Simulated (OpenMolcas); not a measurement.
## Fe5+: effect of the active space

```
Program             : OpenMolcas 26.06
Method              : MS-CASPT2 or its RAS form, IPEA 0.25 Eh, imaginary shift 0.1 Eh
Basis               : ANO-RCC-VQZP
Scalar Hamiltonian  : DKH2, point nucleus
Spin-orbit coupling : state interaction with AMFI integrals over the reference wave functions, term energies averaged over their components
```

A. 3 electrons in 5 orbitals (3d); 2S+1 = 4 even, 10 roots; 2S+1 = 2 even, 40 roots; closed shells correlated: 3s 3p; CASPT2 step roughly 22 core-seconds
B. 9 electrons in 8 orbitals (RAS1 3p, at most 2 holes; RAS2 3d); 2S+1 = 4 even, 10 roots; 2S+1 = 2 even, 40 roots; closed shells correlated: 3s; CASPT2 step about 60 core-seconds
C. 3 electrons in 10 orbitals (3d 4d); 2S+1 = 4 even, 10 roots; 2S+1 = 2 even, 40 roots; closed shells correlated: 3s 3p; CASPT2 step of the order of 8 core-minutes

Energies in cm-1 above 3d3 4F 3/2, the measured ground level; measured values from Corliss and Sugar, J. Phys. Chem. Ref. Data 11, 135 (1982).

```json
{"Level": "3d3 4F 3/2", "A": "0.0", "B": "0.0", "C": "0.0", "Measured": "0.0"}
{"Level": "3d3 4F 5/2", "A": "520", "B": "533", "C": "523", "Measured": "511"}
{"Level": "3d3 4F 7/2", "A": "1220", "B": "1250", "C": "1227", "Measured": "1188"}
{"Level": "3d3 4F 9/2", "A": "2070", "B": "2130", "C": "2090", "Measured": "2001"}
{"Level": "3d3 4P 1/2", "A": "19620", "B": "19480", "C": "19450", "Measured": "18738"}
{"Level": "3d3 4P 3/2", "A": "19800", "B": "19660", "C": "19640", "Measured": "18942"}
{"Level": "3d3 4P 5/2", "A": "20450", "B": "20330", "C": "20300", "Measured": "19611"}
{"Level": "3d3 2G 7/2", "A": "20890", "B": "20980", "C": "20830", "Measured": "20616"}
{"Level": "3d3 2G 9/2", "A": "21610", "B": "21700", "C": "21560", "Measured": "21315"}
{"Level": "3d3 2P 3/2 [60 %]", "A": "26950", "B": "26890", "C": "26770", "Measured": "26215"}
{"Level": "3d3 2P 1/2", "A": "27170", "B": "27000", "C": "26920", "Measured": "26496"}
{"Level": "3d3 2H 9/2", "A": "29250", "B": "29000", "C": "29180", "Measured": "28724"}
{"Level": "3d3 2D 5/2(1)", "A": "29290", "B": "29510", "C": "29290", "Measured": "28484"}
{"Level": "3d3 2D 3/2(1) [62 %]", "A": "29340", "B": "29430", "C": "29240", "Measured": "28628"}
{"Level": "3d3 2H 11/2", "A": "29780", "B": "29520", "C": "29720", "Measured": "29203"}
{"Level": "3d3 2F 7/2", "A": "47330", "B": "47280", "C": "47340", "Measured": "46217"}
{"Level": "3d3 2F 5/2", "A": "47630", "B": "47590", "C": "47640", "Measured": "46604"}
{"Level": "3d3 2D 5/2(2)", "A": "74280", "B": "73510", "C": "74310", "Measured": "71708"}
{"Level": "3d3 2D 3/2(2)", "A": "74640", "B": "73870", "C": "74630", "Measured": "72049"}
```

Deviations, from unrounded energies. A percentage is the sum of absolute deviations over the sum of measured energies, with the sign that they share, or ± where signs differ.

| Against measurement | Levels | A | B | C |
| --- | --- | --- | --- | --- |
| mean absolute deviation (cm-1) | 18 | 810 | 690 | 740 |
| fine structure of the ground term (%) | 3 | +3.1 | +5.6 | +3.7 |
| other terms of the ground configuration (%) | 15 | +2.9 | +2.4 | +2.6 |

B lies closest to measurement on these levels and A furthest from it. The largest miss of B in the table is 3d3 2D 3/2(2), by +1800 cm-1. The ranking rests on the paired levels alone, and a cruder setting can come out closer through cancelling errors.

The two smallest mean deviations differ by little beside CASPT2's spread within terms, so their order carries little weight.

Among A to C the level of the table that moves most is 3d3 2D 5/2(2), by 800 cm-1 (lowest in B, highest in C). Moves below CASPT2's spread within the term are not significant.

CASPT2 does not keep the components of a term degenerate, so their means are used; among the terms shown or strongly mixed into the levels shown the widest spread is 1400 cm-1 (3d3 4F, B). Active for correlation alone: 3p; no level in the range computed is led by a configuration that opens it, so any true level of that kind is missing (holds for B). The CASPT2 spread within a term exceeds the gap to the next term for 3d3 2D(1) and 3d3 2H, so the order of their levels is uncertain (holds for B). Active for correlation alone: 4d; no level in the range computed is led by a configuration that fills it, so any true level of that kind is missing (holds for C). Computed and measured levels are paired by configuration, term and J; levels that our copy of the source lacks, or whose pairing is in doubt (as where it misses far off the trend of its configuration), stay unpaired and out of the deviations. Levels of configurations outside the active space are missing.

A share in square brackets marks a mixed level and gives the weight of the term that names it, the lowest over the columns. A number in round brackets counts repeated terms of one configuration in the order of the reference energies.
